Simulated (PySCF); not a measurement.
What does the PBE0-D3(BJ)/def2-SVP structure of InChI=1S/C8H11F3O/c1-4-5-2-3-6(12-5)7(4)8(9,10)11/h4-7H,2-3H2,1H3/t4-,5-,6+,7+/m0/s1 look like in three dimensions?

```
atom  x, y, z in Å
C1    -1.8716    1.4983   -0.4928
C2    -0.6602    0.5856   -0.4169
C3    -0.6110   -0.2301    0.9021
C4    -0.8529   -1.7067    0.7383
F5    -2.1371   -1.9471    0.4452
F6    -0.5671   -2.3762    1.8620
F7    -0.1260   -2.2611   -0.2438
C8     0.7415    0.2170    1.5036
C9     1.9398   -0.3686    0.7474
C10    1.8595    0.4249   -0.5758
C11    0.6708    1.3565   -0.2889
O12    0.7671    1.5790    1.1129
H13   -1.8915    2.0599   -1.4394
H14   -1.8523    2.2227    0.3362
H15   -2.8047    0.9187   -0.4225
H16   -0.6380   -0.0819   -1.2920
H17   -1.4061    0.1140    1.5811
H18    0.7902    0.1337    2.5964
H19    2.8587   -0.1315    1.3017
H20    1.8941   -1.4563    0.6165
H21    2.7738    1.0074   -0.7558
H22    1.6853   -0.2148   -1.4525
H23    0.6871    2.3173   -0.8205
```

Orientation and origin are arbitrary. Atoms count from 1 in this order. O12 (cyclic ether oxygen) is bent (angle 96.9°). The 5-membered ring C8–C9–C10–C11–O12 has internal angles of 96.9° to 103.1° (sum 504°, against 540° for a flat polygon); it is puckered, 0.24 Å rms from its mean plane, widest ring torsion 58°. Of the pairs four or more bonds apart, F7···H20 is among the closest relative to their van der Waals radii: 2.34 Å, 88 % of the sum of Bondi's values. The 5-membered ring C2–C3–C8–O12–C11 has internal angles of 96.9° to 102.6° (sum 502°, against 540° for a flat polygon); it is puckered, 0.25 Å rms from its mean plane, widest ring torsion 59°.

Bonds between heavy atoms (Å): C1–C2 1.519, C2–C3 1.552, C3–C4 1.505, C4–F5 1.339, C4–F6 1.339, C4–F7 1.342, C3–C8 1.546, C8–C9 1.533, C9–C10 1.545, C10–C11 1.537, C11–O12 1.423, C2–C11 1.543, C8–O12 1.417.

The calculation used PBE0-D3(BJ)/def2-SVP geometry optimisation, gas phase (PySCF 2.14.0).

Point group: C1 (no symmetry element, even within 0.4 Å). No PBE0-D3(BJ)/def2-SVP frequencies stand behind this structure, so it isn't proved a minimum.
